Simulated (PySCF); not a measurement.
A calculated (wB97X-V, PySCF 2.14, dyall-av2z, no relativity, point nucleus) atom or ion has these occupied shells.

| shell | electrons | orbital energy (eV) | rms radius, mean of both spins (bohr) |
| --- | --- | --- | --- |
| 1s β | 1 | -8830.8 | 0.0612 |
| 1s α | 1 | -8830.8 | 0.0612 |
| 2s α | 1 | -1104.0 | 0.259 |
| 2s β | 1 | -1102.6 | 0.259 |
| 2p α | 3 | -973.06 | 0.230 |
| 2p β | 3 | -971.90 | 0.230 |
| 3s α | 1 | -166.63 | 0.768 |
| 3s β | 1 | -163.66 | 0.768 |
| 3p α | 3 | -125.46 | 0.804 |
| 3p β | 3 | -122.24 | 0.804 |
| 3d α | 5 | -55.777 | 0.957 |
| 3d β | 3 | -53.817 | 0.957 |

Problem. Name the element and its charge.

Solution. Cu³⁺ (copper, charge +3), in [Ar] 3d8, high-spin 3F determinant.
